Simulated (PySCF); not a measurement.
C₂H₃O₂ (SMILES [CH2]C(=O)O), doublet, geometry from GFN2-xTB; PySCF with PBE/3-21G.

Here is a job for PySCF.
```python
from pyscf import gto, scf, dft

mol = gto.M(
    atom='''
C     0.04765939    0.08243276   -0.05118241
O     0.27214038    1.15850639   -0.57845970
O    -1.15674511   -0.20174152    0.49367599
H    -1.74941322    0.55735887    0.38773571
C     0.98018779   -0.98897084    0.06432854
H     0.69019151   -1.90286014    0.54732555
H     1.96897649   -0.86938916   -0.33566831
''',
    basis='3-21g',
    spin=1,
    verbose=4,
)

mf = dft.UKS(mol)
mf.xc = 'pbe'
mf.kernel()
mf.analyze()
```

What the program printed (banner, timings and long lists left out):

```
PySCF version 2.14.0

[INPUT] verbose = 4
[INPUT] num. atoms = 7
[INPUT] num. electrons = 31
[INPUT] charge = 0
[INPUT] spin (= nelec alpha-beta = 2S) = 1
[INPUT] symmetry False subgroup None
[INPUT] Mole.unit = angstrom
[INPUT] Symbol           X                Y                Z      unit          X                Y                Z       unit  Magmom
[INPUT]  1 C      0.047659390000   0.082432760000  -0.051182410000 AA    0.090063194364   0.155775340092  -0.096720737295 Bohr   0.0
[INPUT]  2 O      0.272140380000   1.158506390000  -0.578459700000 AA    0.514270785635   2.189259790659  -1.093130407098 Bohr   0.0
[INPUT]  3 O     -1.156745110000  -0.201741520000   0.493675990000 AA   -2.185931453830  -0.381236220753   0.932912415374 Bohr   0.0
[INPUT]  4 H     -1.749413220000   0.557358870000   0.387735710000 AA   -3.305911864493   1.053255617397   0.732714300614 Bohr   0.0
[INPUT]  5 C      0.980187790000  -0.988970840000   0.064328540000 AA    1.852286473743  -1.868884032781   0.121563322593 Bohr   0.0
[INPUT]  6 H      0.690191510000  -1.902860140000   0.547325550000 AA    1.304272927400  -3.595884517952   1.034295390477 Bohr   0.0
[INPUT]  7 H      1.968976490000  -0.869389160000  -0.335668310000 AA    3.720826311807  -1.642907408066  -0.634321174596 Bohr   0.0

nuclear repulsion = 113.963193783785
number of shells = 26
number of NR pGTOs = 69
number of NR cGTOs = 42
basis = 3-21g
ecp = {}

******** <class 'pyscf.dft.uks.UKS'> ********
method = UKS
initial guess = minao
damping factor = 0
level_shift factor = 0
DIIS = <class 'pyscf.scf.diis.CDIIS'>
diis_start_cycle = 1
diis_space = 8
diis_damp = 0
SCF conv_tol = 1e-09
SCF conv_tol_grad = None
SCF max_cycles = 50
direct_scf = True
direct_scf_tol = 1e-13
number electrons alpha = 16  beta = 15
XC library pyscf.dft.libxc version 7.1.2
    S. Lehtola, C. Steigemann, M. J. T. Oliveira, and M. A. L. Marques,  SoftwareX 7, 1–5 (2018)
XC functionals = pbe
    J. P. Perdew, K. Burke, and M. Ernzerhof,  Phys. Rev. Lett. 77, 3865 (1996)
    J. P. Perdew, K. Burke, and M. Ernzerhof,  Phys. Rev. Lett. 78, 1396 (1997)
    J. P. Perdew, K. Burke, and M. Ernzerhof,  Phys. Rev. Lett. 77, 3865 (1996)
    J. P. Perdew, K. Burke, and M. Ernzerhof,  Phys. Rev. Lett. 78, 1396 (1997)
radial grids:
    Treutler-Ahlrichs [JCP 102, 346 (1995); DOI:10.1063/1.469408] (M4) radial grids

becke partition: Becke, JCP 88, 2547 (1988); DOI:10.1063/1.454033
pruning grids: <function nwchem_prune>
grids dens level: 3
symmetrized grids: False
atomic radii adjust function: <function treutler_atomic_radii_adjust>
small_rho_cutoff = 0
Set gradient conv threshold to 3.16228e-05
tot grids = 85824
init E= -227.298791630895

cycle= 1 E= -226.706850979665  delta_E= 0.592  |g|= 0.683  |ddm|= 1.95
cycle= 2 E= -225.162656128523  delta_E= 1.54  |g|= 1.85  |ddm|= 2.36
cycle= 3 E= -226.743038507114  delta_E= -1.58  |g|= 0.565  |ddm|= 2.19
cycle= 4 E= -226.880070474484  delta_E= -0.137  |g|= 0.143  |ddm|= 0.554
cycle= 5 E= -226.884609042604  delta_E= -0.00454  |g|= 0.0991  |ddm|= 0.237
cycle= 6 E= -226.889231816879  delta_E= -0.00462  |g|= 0.0134  |ddm|= 0.103
cycle= 7 E= -226.889317648492  delta_E= -8.58e-05  |g|= 0.0045  |ddm|= 0.0154
cycle= 8 E= -226.889329247569  delta_E= -1.16e-05  |g|= 0.0017  |ddm|= 0.00879
cycle= 9 E= -226.889331419505  delta_E= -2.17e-06  |g|= 0.000314  |ddm|= 0.00307
cycle= 10 E= -226.88933147299  delta_E= -5.35e-08  |g|= 0.000144  |ddm|= 0.000455
cycle= 11 E= -226.889331482715  delta_E= -9.73e-09  |g|= 3.08e-05  |ddm|= 0.000157
cycle= 12 E= -226.889331483078  delta_E= -3.63e-10  |g|= 1.5e-05  |ddm|= 4.77e-05
Extra cycle  E= -226.889331482213  delta_E= 8.65e-10  |g|= 4.81e-05  |ddm|= 5.73e-05
converged SCF energy = -226.889331482213  <S^2> = 0.75469592  2S+1 = 2.0046904
**** SCF Summaries ****
Total Energy =                        -226.889331482212867
Nuclear Repulsion Energy =             113.963193783785457
One-electron Energy =                 -535.393029413296972
Two-electron Energy =                  194.540504147298606
Two-electron Coulomb Energy =          223.336766994014340
DFT Exchange-Correlation Energy =      -28.796262846715745
**** MO energy ****
                             alpha | beta                alpha | beta
MO #1   energy= -18.6991087038552  | -18.6985649195815  occ= 1 | 1
MO #2   energy= -18.6481843983504  | -18.6440158594179  occ= 1 | 1
MO #3   energy= -9.95349203228947  | -9.95464697555675  occ= 1 | 1
MO #4   energy= -9.87309218498815  | -9.86158686478177  occ= 1 | 1
MO #5   energy= -1.02305964580547  | -1.02026683059307  occ= 1 | 1
MO #6   energy= -0.934365950087701 | -0.92892810526058  occ= 1 | 1
MO #7   energy= -0.699537431057427 | -0.677188779130624 occ= 1 | 1
MO #8   energy= -0.554861491213797 | -0.547142803393359 occ= 1 | 1
MO #9   energy= -0.452343296049824 | -0.443880283226994 occ= 1 | 1
MO #10  energy= -0.406738746281993 | -0.400178251348168 occ= 1 | 1
MO #11  energy= -0.399993811600863 | -0.390229730290037 occ= 1 | 1
MO #12  energy= -0.378434956989613 | -0.372861073515216 occ= 1 | 1
MO #13  energy= -0.31899383371965  | -0.315489213817305 occ= 1 | 1
MO #14  energy= -0.259244948961191 | -0.248431965270056 occ= 1 | 1
MO #15  energy= -0.215238325013515 | -0.209204976323369 occ= 1 | 1
MO #16  energy= -0.214535683161637 | -0.146293367153823 occ= 1 | 0
MO #17  energy= 0.0258171109765311 | 0.0466949900768734 occ= 0 | 0
MO #18  energy= 0.0700819467185485 | 0.0721983063186493 occ= 0 | 0
MO #19  energy= 0.122310439288562  | 0.133672904890656  occ= 0 | 0
MO #20  energy= 0.149255709929632  | 0.154492667431386  occ= 0 | 0
MO #21  energy= 0.223861525238244  | 0.230111842853784  occ= 0 | 0
MO #22  energy= 0.309368348587739  | 0.317386885997444  occ= 0 | 0
MO #23  energy= 0.362239900860608  | 0.36491351308909   occ= 0 | 0
MO #24  energy= 0.633842770177323  | 0.670077246530956  occ= 0 | 0

To work with the spin densities directly, `use mulliken_meta_spin()` only printing them here.

 ** Mulliken spin pop alpha/beta on meta-lowdin orthogonal AOs **
 ** Mulliken Spin Density (per AO)  **
spin_pop of  0 C 1s        0.00000
spin_pop of  0 C 2s       -0.00949
spin_pop of  0 C 3s        0.00002
spin_pop of  0 C 2px      -0.00847
spin_pop of  0 C 2py      -0.01181
spin_pop of  0 C 2pz      -0.02181
spin_pop of  0 C 3px      -0.00001
spin_pop of  0 C 3py      -0.00005
spin_pop of  0 C 3pz       0.00032
spin_pop of  1 O 1s       -0.00000
spin_pop of  1 O 2s        0.00199
spin_pop of  1 O 3s       -0.00008
spin_pop of  1 O 2px       0.02027
spin_pop of  1 O 2py       0.02783
spin_pop of  1 O 2pz       0.15117
spin_pop of  1 O 3px      -0.00002
spin_pop of  1 O 3py       0.00003
spin_pop of  1 O 3pz       0.00008
spin_pop of  2 O 1s       -0.00000
spin_pop of  2 O 2s       -0.00042
spin_pop of  2 O 3s       -0.00005
spin_pop of  2 O 2px       0.00372
spin_pop of  2 O 2py       0.00403
spin_pop of  2 O 2pz       0.02279
spin_pop of  2 O 3px      -0.00001
spin_pop of  2 O 3py      -0.00000
spin_pop of  2 O 3pz      -0.00002
spin_pop of  3 H 1s       -0.00220
spin_pop of  3 H 2s       -0.00010
spin_pop of  4 C 1s       -0.00002
spin_pop of  4 C 2s        0.03430
spin_pop of  4 C 3s       -0.00016
spin_pop of  4 C 2px       0.09362
spin_pop of  4 C 2py       0.12207
spin_pop of  4 C 2pz       0.61897
spin_pop of  4 C 3px       0.00005
spin_pop of  4 C 3py       0.00017
spin_pop of  4 C 3pz       0.00278
spin_pop of  5 H 1s       -0.02480
spin_pop of  5 H 2s        0.00024
spin_pop of  6 H 1s       -0.02517
spin_pop of  6 H 2s        0.00026
 ** Mulliken Spin Density (per atom)  **
spin density of  0 C =     -0.05129
spin density of  1 O =      0.20126
spin density of  2 O =      0.03004
spin density of  3 H =     -0.00231
spin density of  4 C =      0.87178
spin density of  5 H =     -0.02456
spin density of  6 H =     -0.02491
 ** Mulliken pop alpha/beta on meta-lowdin orthogonal AOs **
 ** Mulliken pop       alpha | beta **
In total            16.00000 | 15.00000
 ** Mulliken atomic charges   ( Nelec_alpha | Nelec_beta ) **
charge of  0C =      0.35637  (     2.79617      2.84746 )
charge of  1O =     -0.35907  (     4.28017      4.07891 )
charge of  2O =     -0.37254  (     4.20129      4.17125 )
charge of  3H =      0.30151  (     0.34809      0.35040 )
charge of  4C =     -0.19147  (     3.53162      2.65985 )
charge of  5H =      0.13090  (     0.42227      0.44683 )
charge of  6H =      0.13431  (     0.42039      0.44530 )
Dipole moment(X, Y, Z, Debye): -0.44594, -1.08595,  0.60983
```
